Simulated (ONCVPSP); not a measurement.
Potentials for Ba compared

Generated with ld1.x 7.5 (TM, RRKJ, ultrasoft, PAW), atompaw 4.2 or ONCVPSP 4.0.1. The cutoff is in Ry: for ld1.x and atompaw files where the sum of valence levels is converged to 10 mRy in a Bessel basis, for ONCV files where the hardest occupied wave has 1 mHa per electron of residual kinetic energy. The error is the largest all-electron minus pseudo excitation energy over each file’s own four to seven test configurations (ionisations up to +4, promotions, holes and added fractions of an electron), all of which were solved. The labels leave out finer settings (local radius, basis sizes, second energies), which also bear on the numbers. Spin-polarised tests are not counted. The rows are a selection from randomly drawn settings: files with unsolved tests, undetermined cutoffs or missed reference levels are left out.

| potential | cutoff (Ry) | largest error (meV) | bound ghosts |
| --- | --- | --- | --- |
| ONCV, PBEsol, scalar-relativistic, rc 2.85/3.00/2.75 (spd), local smoothed, core correction yes, reference 5s2 5p6 6s2, qcut 3.8/4.1/3.7, projectors 3/2/2 | 9 | +52 | none |
| ONCV, PBE, scalar-relativistic, rc 1.70/1.80/1.90 (spd), local smoothed, core correction yes, reference 5s2 5p6, qcut 4.2/4.5/5.5, projectors 1/1/2 | 58 | +126 | none |
| ONCV, PBE, scalar-relativistic, rc 2.40/2.55/2.25 (spd), local smoothed, core correction yes, reference 5s2 5p6 6s1, qcut 5.6/4.3/3.9, projectors 3/2/1 | 20 | -51 | none |
| ONCV, PBEsol, scalar-relativistic, rc 2.40/1.90/2.60 (spd), local smoothed, core correction no, reference 5s2 5p6 6s1.5, qcut 4.9/3.4/4.2, projectors 2/2/2 | 66 | -48 | none |
| ONCV, PBE, scalar-relativistic, rc 2.40/3.05/3.05 (spd), local smoothed, core correction no, reference 5s2 5p6 6s1, qcut 4.5/5.5/3.3, projectors 2/2/2 | 16 | +1.6 | none |

**Question.** Fill in the row for Ba: ONCV, LDA (Perdew-Wang 92), scalar-relativistic, rc 2.50/2.35/2.30 (spd), local d, core correction yes, reference 5s2 5p6 6s2, qcut 6/6.5/3.8, projectors 2/2/0.

**Answer.** cutoff 23 Ry, largest error -2.7 meV, bound ghosts: none.

**Question.** Fill in the row for Ba: ONCV, PBE, scalar-relativistic, rc 2.35/2.25/2.30 (spd), local smoothed, core correction no, reference 5s2 5p6 6s2, qcut 4.8/6.3/4.9, projectors 2/1/2.

**Answer.** cutoff 24 Ry, largest error -7.7 meV, bound ghosts: none.
